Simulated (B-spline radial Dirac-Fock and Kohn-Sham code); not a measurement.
Model: one-electron (LDA, Dirac) transition rates at Dirac-Fock energies. Program: an atomic code on a B-spline grid.

Question: A single inner-shell vacancy in a neutral atom gives this computed emission spectrum. Which element, which hole, and which lines?

```tsv
energy (eV)	relative intensity
59713.2	57.8
61136.6	100.0
68987.2	10.7
69300.1	20.7
71147.5	2.4
71220.5	4.8
71631.1	0.7
```

Answer: Rhenium (Z = 75), hole in K (1s). In order of rising energy the lines are Kα2 (K-L2), Kα1 (K-L3), Kβ3 (K-M2), Kβ1 (K-M3), Kβ2'' (K-N2), Kβ2' (K-N3), K-O3.
